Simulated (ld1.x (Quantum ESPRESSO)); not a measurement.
**u(r) = r·R(r): atom against pseudo-atom (Au (Z = 79))**

Columns: radius, all-electron u(r) and pseudo u(r) of the 6s shell (level -6.09 eV) of gold in the configuration [Xe] 4f14 5d10 6s1 6p0; LDA (PZ), scalar-relativistic, TM semilocal scheme, ld1.x (Quantum ESPRESSO) 7.5.

```
r (bohr)  all-electron   pseudo
   0.178        0.0759  -0.0209
   0.355       -0.1811  -0.0440
   0.533        0.1284  -0.0721
   0.710        0.3050  -0.1081
   0.888        0.2392  -0.1557
   1.065        0.0534  -0.2176
   1.243       -0.1540  -0.2963
   1.420       -0.3331  -0.3879
   1.598       -0.4709  -0.4838
   1.775       -0.5660  -0.5672
   1.953       -0.6259  -0.6259
   2.130       -0.6569  -0.6569
   2.308       -0.6662  -0.6662
   2.485       -0.6595  -0.6595
   2.662       -0.6413  -0.6413
   2.840       -0.6149  -0.6149
   3.018       -0.5834  -0.5834
   3.195       -0.5488  -0.5488
   3.373       -0.5125  -0.5125
   3.550       -0.4760  -0.4760
   3.728       -0.4397  -0.4397
   3.905       -0.4047  -0.4047
   4.083       -0.3709  -0.3709
   4.260       -0.3390  -0.3390
   4.438       -0.3088  -0.3088
   4.615       -0.2808  -0.2808
```

Q: How many radial nodes do the two functions have?

A: The all-electron 6s function has n − l − 1 = 5 (the table is too coarse to show those close to the nucleus); the pseudo-wave has 0, since the states of the same l below it are removed with the core.

Q: At about which radius was the pseudo-wave matched?

A: 2.00 bohr, where the columns begin to agree (steps of 0.18 bohr).

Q: Where does each function peak?

A: Outermost all-electron maximum near 2.31 bohr, pseudo maximum near 2.31 bohr (to the table’s step).

Q: Is the pseudo-wave norm-conserving?

A: Yes: the TM semilocal scheme keeps the norm inside the radius equal to the all-electron one, which fixes the energy derivative of the logarithmic derivative at the level.
